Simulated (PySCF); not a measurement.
Dipole moment and polarisability of WS2F2

WS2F2 (singlet state).
Structure used (PBE0-D3(BJ)/def2-SVP), in Å, numbered top down from 1:
```xyz
5
F2S2W angstrom
W     -0.0931    0.0006   -0.0617
S     -0.0394   -0.0199    2.0544
S      1.9117    0.0108   -0.7352
F     -0.8934    1.5760   -0.6134
F     -0.8858   -1.5675   -0.6440
```

Level: B3LYP/def2-SVPD (PySCF), static field, nuclei fixed, core orbitals frozen in the response. The polarisability tensor in these axes (au):

```
x    85.00   0.22 -18.02
y     0.22  60.90  -0.40
z   -18.02  -0.40  98.23
```

Problem. Give the principal values, the mean and the anisotropy Δα = √{½[(α1 − α2)² + (α2 − α3)² + (α1 − α3)²]}.

Solution. Principal values 60.90, 72.42 and 110.81 au; mean 81.38 au = 12.06 Å³ = 13.42 × 10⁻⁴⁰ C²·m²/J; Δα = 45.27 au (56 % of the mean).

Problem. What is the dipole moment, and where does it point?

Solution. (-0.31, 0.00, -0.22) D, 0.38 D in size, pointing from the negative to the positive side. Measured along this direction, the outermost atoms are S2 and S3 at the negative end and F4 and F5 at the positive end.

Problem. Give the principal axes and the span of the nuclei along them.

Solution. Largest value along (-0.57, -0.01, 0.82), where the nuclei span 3.40 Å; middle along (0.82, 0.00, 0.57), 2.24 Å; least along (0.00, 1.00, 0.01), 3.14 Å. The strongest response lies along the longest span, while the other two are in reverse order.

Problem. What molar refraction does this α imply?

Solution. Lorentz–Lorenz: R = (4π/3)N_A α = 2.5225 cm³/(mol·Å³) × 12.06 Å³ = 30.4 cm³/mol, in the limit of long wavelengths.

Problem. In TDDFT the mean static polarisability is Σ f/ω² over all singlet excitations (ω in hartree). How much of it do the 10 lowest give? Their energies (eV) and oscillator strengths: 2.99, 0.0008; 3.16, 0.0194; 3.81, 0.0028; 3.98, 0.0000; 4.25, 0.0064; 4.25, 0.0000; 4.39, 0.0002; 4.64, 0.0078; 4.86, 0.0000; 4.87, 0.0603.

Solution. They add up to 4.07 au, 5.0 % of the 81.38 au; the largest single term is 1.88 au, from the state at 4.87 eV. Terms in order: 0.07, 1.45, 0.14, 0.00, 0.26, 0.00, 0.01, 0.27, 0.00, 1.88 au. Higher excitations give the rest. The strengths listed sum to 0.098.

Problem. Find the Langevin capture rate constant for O2+ (31.990 u) meeting this molecule (285.892 u), k = 2.342 × 10⁻⁹ cm³/s × √(α in Å³ / reduced mass in u).

Solution. The reduced mass is 28.77 u, so k = 1.52 × 10⁻⁹ cm³/s. The formula leaves out the permanent dipole, which adds to the capture rate.

Geometry: PBE0-D3(BJ)/def2-SVP; no solvent, vibrations or thermal averaging. Atoms past krypton carry effective core potentials; spin–orbit coupling is left out.
